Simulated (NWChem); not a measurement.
# Correlation energy of arsenic trifluoride (AsF$_{3}$)

```xyz
4

F      0.7389    -0.4892     1.2818
As     0.0009     0.3989     0.0000
F      0.7389    -0.4892    -1.2818
F     -1.4811    -0.4842     0.0000
```
Charge 0, spin multiplicity 1.

Program: NWChem. The geometry was optimised at PBE0/def2-SVP, a minimum by its harmonic frequencies.

Basis set: def2-SVP. Each correlation energy counts from its own Hartree-Fock reference.

The Hamiltonian is non-relativistic. The correlated methods keep 12 core orbitals frozen. No row is a measurement; the coupled-cluster row has its own basis-set and correlation limits.

Q: Order these methods by the correlation energy they give, lowest first: MP2, SCS-MP2, CR-CCSD[T], CR-CCSD(T).

A: CR-CCSD[T] (-801.8 mHa), CR-CCSD(T) (-799.9 mHa), MP2 (-787.9 mHa), SCS-MP2 (-747.7 mHa)
